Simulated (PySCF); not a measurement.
SMILES C(C[SiH2]Br)=C, singlet, GFN2-xTB optimised geometry.

```
12

C      2.02    -1.26    -1.06
C      1.27    -0.99     0.00
C     -0.22    -0.99     0.00
Si    -0.88     0.79     0.00
Br    -3.09     0.67     0.00
H      3.09    -1.23    -1.02
H      1.58    -1.53    -2.00
H      1.74    -0.72     0.94
H     -0.59    -1.51     0.88
H     -0.59    -1.52    -0.88
H     -0.53     1.52     1.22
H     -0.52     1.52    -1.21
```

Density from CAM-B3LYP/def2-TZVP in PySCF 2.14.0 at that geometry.

Minimum of the electron density along straight lines between bonded atoms, close to the bond critical point (lines longer than 1.1 times the sum of covalent radii, or with two minima, are not listed):

```csv
bond,length / Å,ρ at the minimum / e bohr⁻³,∇²ρ there / e bohr⁻⁵,position (fraction from the first atom)
C1–C2,1.320,0.363,-1.14,0.49
C2–C3,1.489,0.264,-0.70,0.51
C3–Si4,1.900,0.121,0.12,0.61
Si4–Br5,2.223,0.088,0.08,0.35
C1–H6,1.076,0.289,-1.04,0.65
C1–H7,1.078,0.287,-1.03,0.64
C2–H8,1.083,0.288,-1.03,0.65
C3–H9,1.093,0.274,-0.93,0.64
C3–H10,1.092,0.275,-0.93,0.64
Si4–H11,1.457,0.130,0.17,0.49
Si4–H12,1.455,0.130,0.17,0.49
```
